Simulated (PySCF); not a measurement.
# What a mistake does to a calculation on BFHN

These are calculations, not measurements. The program is PySCF 2.14.0, an open-source quantum chemistry code, run on an isolated molecule that a program drew, which may never have been made. The molecule is BFHN (charge 0, singlet), drawn as the SMILES string `N=BF`.

Each row is a Hartree-Fock (HF) and frozen-core CCSD(T) single point in the cc-pVDZ basis, meant for a local HF minimum. Run 1 is clean. Each other run has one planted mistake out of seven kinds, and not every kind appears here: one electron removed, one electron added, multiplicity raised by two, geometry at a saddle point, minimal basis STO-3G, one bond length entered in bohr, all coordinates scaled. The reference is restricted for singlets and unrestricted otherwise, and also for a bond in bohr. Adding or removing an electron swaps singlet and doublet. Electrons count all cores. HOMO and LUMO are orbital energies over both spins, the gradient is its largest component, and the lowest frequency (negative if imaginary) is given only where the gradient is small. Bond lengths are over the 3 bonds as drawn. T1 is the CCSD diagnostic: over 0.02 (restricted) or 0.045 (unrestricted) a single reference is doubtful.

Geometry of the clean run:
```xyz
4
BFHN, angstrom
N     0.0500   -0.3300    0.2233
B    -0.9055   -0.1195   -0.5101
F    -1.9174    0.1034   -1.2869
H     0.8184   -0.4994    0.8132
```

```
run  electrons  basis functions  <S^2>  HOMO (eV)  LUMO (eV)  gradient (hartree/bohr)  lowest frequency (cm^-1)  mean bond (Å)  longest bond (Å)      T1  HF (hartree)  CCSD(T) (hartree)                          mistake
  1         22               47  0.000     -11.66       4.77                  5.6e-06                       401         1.1671             1.295  0.0142    -179.20967         -179.65732                         no fault
  2         22               47  0.687     -11.13       1.02                  4.2e-02                         -         1.4587             1.858  0.0728    -179.02728         -179.48302  one bond length entered in bohr
  3         22               47  0.000     -11.76       4.92                  2.5e-02                         -         1.1426             1.268  0.0134    -179.20712         -179.65065           all coordinates scaled
  4         21               47  0.758     -21.52      -8.41                  1.5e-01                         -         1.1671             1.295  0.0193    -178.85088         -179.25254                                ?
  5         22               16  0.000      -9.08      11.69                  6.5e-02                         -         1.1671             1.295  0.0177    -176.75992         -176.91519                                ?
```

**Which mistake was planted in run 4, and what did it cost?**

It counts 21 electrons, one fewer than the clean run, at the same geometry and basis. So the mistake is: one electron removed. Subtracting run 1 and multiplying by 627.51 kcal/mol a hartree, the energy moved by 225.1 kcal/mol in HF and 254.0 kcal/mol in CCSD(T).

**Which mistake was planted in run 5, and what did it cost?**

It has 16 basis functions where the clean run has 47, with the same electrons and geometry. So the mistake is: minimal basis STO-3G. Subtracting run 1 and multiplying by 627.51 kcal/mol a hartree, the energy moved by 1537.2 kcal/mol in HF and 1720.7 kcal/mol in CCSD(T).

Cautions from the logs. Run 2: T1 is over the limit, so its CCSD(T) energy is less reliable.
